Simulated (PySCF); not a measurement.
BH₃N, SMILES B=[NH2+], charge +1. Atoms are numbered in the order given.

```xyz
5

B      0.0000     0.0000     0.7831
N      0.0000     0.0000    -0.5278
H      0.0000     0.0000     1.9564
H      0.0000     0.8520    -1.0887
H      0.0000    -0.8520    -1.0887
```
Charge +1, spin multiplicity 1.

Geometry optimised at PBE0-D3(BJ)/def2-TZVP. The isomer is the one that the SMILES or the coordinates give; other isomers of the formula were not compared.

Level of theory: TDDFT-PBE/def2-TZVPD in PySCF 2.14.0.

Vertical excitations. Gas-phase values at a fixed geometry. State labels are in the subgroup C2v.

Computed UV-visible absorptions:
| state | symmetry | energy (eV) | λ (nm) | f | main pairs |
|---|---|---|---|---|---|
| S1 | A2 | 5.59 | 222 | 0.000 | HOMO→LUMO 100 % |
| S2 | A1 | 8.80 | 141 | 0.140 | HOMO→LUMO+1 87 % |
| S3 | B2 | 8.88 | 140 | 0.039 | HOMO−1→LUMO 98 % |
| S4 | B1 | 9.56 | 130 | 0.047 | HOMO→LUMO+2 97 % |
| S5 | B1 | 10.69 | 116 | 0.076 | HOMO−1→LUMO+1 90 % |
| S6 | A2 | 11.43 | 109 | 0.000 | HOMO→LUMO+4 99 % |
| S7 | B1 | 11.48 | 108 | 0.004 | HOMO→LUMO+3 93 % |
| S8 | A1 | 11.60 | 107 | 0.246 | HOMO−2→LUMO 82 % |
| S9 | B2 | 11.82 | 105 | 0.074 | HOMO−3→LUMO 93 % |
| S10 | B1 | 12.10 | 102 | 0.027 | HOMO→LUMO+5 98 % |
| T1 | A2 | 5.23 | 237 | 0 | HOMO→LUMO 100 % |
| T2 | A1 | 6.25 | 199 | 0 | HOMO→LUMO+1 99 % |
| T3 | B2 | 7.31 | 169 | 0 | HOMO−1→LUMO 98 % |
| T4 | B1 | 8.93 | 139 | 0 | HOMO→LUMO+2 70 %, HOMO−1→LUMO+1 28 % |
Triplets are in the Tamm–Dancoff approximation, which puts them higher than full response would, so one can lie above its singlet here.
